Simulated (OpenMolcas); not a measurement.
## Rh3+: moving or changing the point charges

Rh3+ among 4 point charges of -1.5 e arranged as a tetrahedron (Td), 1.85 Å from the ion.

```
Program             : OpenMolcas 26.06
Method              : CASSCF
Basis               : ANO-RCC-VTZP [7s6p4d2f1g]
Scalar Hamiltonian  : DKH2, point nucleus
Active space        : 6 electrons in 5 orbitals (4d)
State averaging     : 2S+1 = 5 even, 5 roots; 2S+1 = 3 even, 45 roots; 2S+1 = 1 even, 50 roots
Spin-orbit coupling : RASSI with atomic mean-field integrals over the reference wave functions
```

Runs around this geometry, states (labels of Td). Energies in cm-1 above the lowest state or level, χT in cm3 K/mol; 10Dq and B are least-squares fits to the states below 45000 cm-1, weighted by degeneracy, with a free offset, and given where the rms deviation is under 5 % of |10Dq| (or 100 cm-1) and under 700 cm-1; 10Dq is negative for this site.

```json
{"R (Å)": "1.85", "q (e)": "-0.98", "Ground state": "5E", "First state of that spin": "5T2 2304", "10Dq": "", "B (rms of fit)": "", "First gap with spin-orbit (degeneracies)": "106.9 (1, 3)", "χT at 300 K": "4.709", "First state of another spin": "3T1 18710"}
{"R (Å)": "1.76", "q (e)": "-1.5", "Ground state": "5E", "First state of that spin": "5T2 3892", "10Dq": "-3733", "B (rms of fit)": "940 (57)", "First gap with spin-orbit (degeneracies)": "111.8 (1, 3)", "χT at 300 K": "4.171", "First state of another spin": "3T1 17544"}
{"R (Å)": "1.85", "q (e)": "-1.5", "Ground state": "5E", "First state of that spin": "5T2 3203", "10Dq": "-3058", "B (rms of fit)": "945 (42)", "First gap with spin-orbit (degeneracies)": "112.1 (1, 3)", "χT at 300 K": "4.370", "First state of another spin": "3T1 18096"}
{"R (Å)": "2.04", "q (e)": "-1.5", "Ground state": "5E", "First state of that spin": "5T2 2140", "10Dq": "", "B (rms of fit)": "", "First gap with spin-orbit (degeneracies)": "105.0 (1, 3)", "χT at 300 K": "4.780", "First state of another spin": "3T1 18796"}
```

Taking the first state of the same spin as R^-n, n = -ln(2140 / 3892) / ln(2.04 / 1.76) = 4.1 between the shortest and longest distance.

Scaling the charges by -0.98 / -1.5 = 0.65 scales the first state of the same spin by 2304 / 3203 = 0.72; with fixed orbitals a first-order splitting would follow the charge.

An orbital doublet at a regular site is open to a Jahn-Teller distortion, which this geometry leaves out. Without dynamic correlation the repulsion within the d shell is too large (B by tens of per cent), so at a given field states of lower spin stand too high. Point charges give a weaker field than real ligands, and real ions of this kind are as a rule low spin; the high spin found here belongs to the model. The ground term spreads over less than 5000 cm-1, several times less than with real ligands, so orbital moments are less quenched and χT lies further from the spin-only value than at real sites. Point charges carry no covalency, so the field is a model and not that of real ligands. No measured value stands beside these numbers.
